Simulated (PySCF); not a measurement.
**Te⁺ (tellurium, charge +1) across methods**

[Kr] 4d10 5s1 5p3 6s1, high-spin 6S determinant (an excited configuration). Computed with PySCF 2.14 in dyall-av2z (22s16p12d, 130 functions), with no relativity, point nucleus.

```tsv
method	E (hartree)	mean ε 5s α (eV)	mean ε 5p α (eV)	mean ε 6s α (eV)	Σ⟨r²⟩ (bohr²)	⟨S²⟩
UHF	-6610.96860	-35.582	-23.123	-8.149	72.15	8.753
PBE	-6612.85	-27.449	-18.400	-6.765	70.49	8.751
B97-3	-6613.04	-29.654	-19.671	-7.153	70.97	8.751
PBE0	-6613.05	-29.685	-19.744	-7.189	70.77	8.751
LDA	-6607.69	-27.581	-18.488	-6.958	70.18	8.751
r2SCAN	-6613.43	-28.442	-18.971	-6.758	71.17	8.752
r2SCANh	-6613.45	-29.221	-19.439	-6.928	71.14	8.752
```

Estimate the same row for LC-wPBE.

E (hartree) = -6612.78; mean ε 5s α (eV) = -33.315; mean ε 5p α (eV) = -22.570; mean ε 6s α (eV) = -8.477; Σ⟨r²⟩ (bohr²) = 71.02; ⟨S²⟩ = 8.751.

A non-relativistic calculation at this Z misses sizeable relativistic shifts. The outer electron is Rydberg-like, and this basis confines it to a smaller radius and binds it less than a complete one would.
